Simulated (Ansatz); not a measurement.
`[C-]#[N+]CCCCCCCCCC` with charge +1. The state is a doublet with charge 1. Geometry PBE-D4/def2-SVP, that of the neutral singlet; atoms count from 1.

Cartesian coordinates in Å:
```
C -5.985 -1.723 4.098
N -5.101 -1.879 3.323
C -4.027 -2.026 2.405
C -3.135 -0.779 2.335
C -1.980 -0.945 1.345
C -1.076 0.287 1.256
C 0.088 0.131 0.274
C 0.982 1.373 0.187
C 2.201 1.229 -0.733
C 1.863 1.041 -2.218
C 3.080 1.054 -3.155
C 4.063 -0.100 -2.938
H -4.451 -2.254 1.402
H -3.427 -2.913 2.704
H -3.762 0.093 2.052
H -2.743 -0.563 3.351
H -2.386 -1.177 0.335
H -1.368 -1.830 1.633
H -1.688 1.171 0.965
H -0.676 0.523 2.269
H -0.318 -0.116 -0.732
H 0.707 -0.746 0.571
H 1.331 1.632 1.211
H 0.368 2.241 -0.148
H 2.824 0.379 -0.376
H 2.840 2.134 -0.627
H 1.161 1.847 -2.527
H 1.308 0.087 -2.362
H 3.615 2.024 -3.043
H 2.719 1.031 -4.207
H 3.558 -1.084 -3.040
H 4.525 -0.069 -1.930
H 4.889 -0.072 -3.678
```

Q: Estimate the Mulliken populations of the heavy atoms from the PBE0/def2-SVP orbitals of Ansatz.

A: 
| atom | charge (e) | spin (α − β) |
| --- | --- | --- |
| C1 | 0.08 | 0.42 |
| N2 | -0.09 | -0.05 |
| C3 | 0.13 | 0.02 |
| C4 | -0.12 | 0.02 |
| C5 | -0.09 | 0.03 |
| C6 | -0.07 | 0.04 |
| C7 | -0.10 | 0.03 |
| C8 | -0.07 | 0.06 |
| C9 | -0.07 | 0.09 |
| C10 | -0.11 | 0.06 |
| C11 | -0.10 | 0.06 |
| C12 | -0.12 | 0.02 |
Mulliken values depend strongly on the basis.

Q: Where does the spin sit?

A: Summed by element: C 0.85, N -0.05, H 0.20, of 1 unpaired in all. Largest on single atoms: C1 0.42, C9 0.09, H30 0.07.

Q: And the Mayer bond orders between heavy atoms (over 0.3)?

A: C1–N2 2.53 (1.19 Å); N2–C3 0.87 (1.42 Å); C3–C4 1.04 (1.53 Å); C4–C5 1.05 (1.53 Å); C5–C6 1.05 (1.53 Å); C6–C7 1.04 (1.53 Å); C7–C8 1.05 (1.53 Å); C8–C9 1.06 (1.53 Å); C9–C10 0.99 (1.53 Å); C10–C11 1.05 (1.54 Å); C11–C12 1.09 (1.53 Å).
